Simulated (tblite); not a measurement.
Compound: C5H10AsB.
Atom-mapped SMILES: `[BH2:1][AsH:2][C@H:3]([CH3:4])[CH2:5][C:6]#[CH:7]` (hydrogens: H8, H9 on B1; H10 on As2; H11 on C3; H12, H13, H14 on C4; H15, H16 on C5; H17 on C7)

Computed with GFN2-xTB (tblite), gas phase: L-BFGS steps from a force-field or distance-geometry start until the largest atomic force falls under 0.01 eV/Å.

Step 49: E = -525.1527 eV
```
atom  x, y, z in Å  |  force x, y, z in eV/Å
B1      2.8211    1.0747    0.1159   -0.002   0.024  -0.013
As2     1.9331   -0.3090   -0.9645   -0.021  -0.008   0.008
C3      0.2054   -0.3718    0.1067   -0.007  -0.037   0.002
C4     -0.3128   -1.8029    0.1774   -0.018  -0.041   0.019
C5     -0.8322    0.5779   -0.4961    0.018   0.000  -0.009
C6     -2.0742    0.6099    0.2502    0.050  -0.006  -0.015
C7     -3.0996    0.6577    0.8655   -0.007  -0.001   0.017
H8      2.8485    0.9442    1.2806    0.027   0.032   0.040
H9      3.3898    1.9823   -0.3502    0.068   0.033  -0.011
H10     1.4560    0.6146   -2.0602   -0.042  -0.012   0.023
H11     0.4499   -0.0471    1.1245   -0.068   0.021  -0.017
H12    -1.2075   -1.8630    0.7963   -0.023   0.021   0.008
H13    -0.5576   -2.1774   -0.8171    0.025   0.013  -0.010
H14     0.4513   -2.4494    0.6132   -0.024  -0.020  -0.032
H15    -0.4276    1.5977   -0.5231    0.029   0.003  -0.025
H16    -1.0482    0.2677   -1.5262   -0.015   0.003   0.005
H17    -4.0026    0.7057    1.3972    0.012  -0.023   0.011
```

Step 50: E = -525.1538 eV
```
atom  x, y, z in Å  |  force x, y, z in eV/Å
B1      2.8243    1.0741    0.1145    0.021   0.085   0.036
As2     1.9330   -0.3098   -0.9607   -0.017  -0.015   0.003
C3      0.2041   -0.3716    0.1082   -0.038  -0.033  -0.005
C4     -0.3144   -1.8034    0.1767   -0.014  -0.021  -0.008
C5     -0.8325    0.5776   -0.4970    0.002   0.004   0.002
C6     -2.0729    0.6093    0.2519   -0.007   0.001   0.001
C7     -3.0994    0.6594    0.8658    0.027  -0.011   0.004
H8      2.8471    0.9507    1.2827    0.030   0.035  -0.022
H9      3.3970    1.9816   -0.3543    0.037  -0.026   0.014
H10     1.4599    0.6126   -2.0595   -0.047  -0.017   0.029
H11     0.4414   -0.0443    1.1269   -0.043   0.009  -0.020
H12    -1.2084   -1.8693    0.7963   -0.024   0.038  -0.006
H13    -0.5553   -2.1757   -0.8198    0.008   0.018   0.000
H14     0.4501   -2.4492    0.6092    0.013  -0.048  -0.005
H15    -0.4292    1.5977   -0.5246    0.039   0.006  -0.025
H16    -1.0509    0.2682   -1.5266   -0.009  -0.006   0.001
H17    -4.0012    0.7040    1.4005    0.021  -0.018   0.002
```

Q: Estimate the geometry and energy of step 51. (The exact step hangs on the optimiser's Hessian estimate; all steps are aligned on step 50, rigid shifts and turns removed.)

A: E = -525.1547 eV, largest force 0.100 eV/Å
```
atom  x, y, z in Å  |  force x, y, z in eV/Å
B1      2.8273    1.0741    0.1130    0.023   0.094   0.026
As2     1.9317   -0.3109   -0.9597   -0.003  -0.006   0.018
C3      0.2031   -0.3719    0.1106   -0.036  -0.019  -0.013
C4     -0.3182   -1.8029    0.1787   -0.009  -0.006  -0.022
C5     -0.8296    0.5783   -0.4993   -0.007   0.008   0.004
C6     -2.0682    0.6099    0.2513   -0.032   0.008  -0.007
C7     -3.0962    0.6573    0.8628    0.025  -0.019   0.014
H8      2.8637    0.9451    1.2795    0.022   0.027  -0.003
H9      3.3894    1.9907   -0.3530    0.025  -0.048   0.005
H10     1.4546    0.6130   -2.0548   -0.047  -0.017   0.020
H11     0.4333   -0.0396    1.1292   -0.017  -0.010  -0.020
H12    -1.2136   -1.8681    0.7959   -0.031   0.045  -0.010
H13    -0.5554   -2.1735   -0.8193   -0.002   0.014   0.001
H14     0.4426   -2.4510    0.6125    0.037  -0.054   0.006
H15    -0.4250    1.5977   -0.5282    0.041   0.008  -0.020
H16    -1.0498    0.2692   -1.5284   -0.004  -0.017  -0.003
H17    -3.9970    0.6945    1.3993    0.014  -0.010   0.005
```

The energy changes by -0.0009 eV. The first-order estimate −F·Δx gives -0.0015 eV and the mean of the old and new forces, exact on a quadratic surface, -0.0009 eV. The step makes an angle of 75° with the force vector and moves no atom by more than 0.018 Å.

What follows is the cost of the whole relaxation. Hardware: an Arm Neoverse N1 with one thread, on a shared host. Cost: 1.5 s.
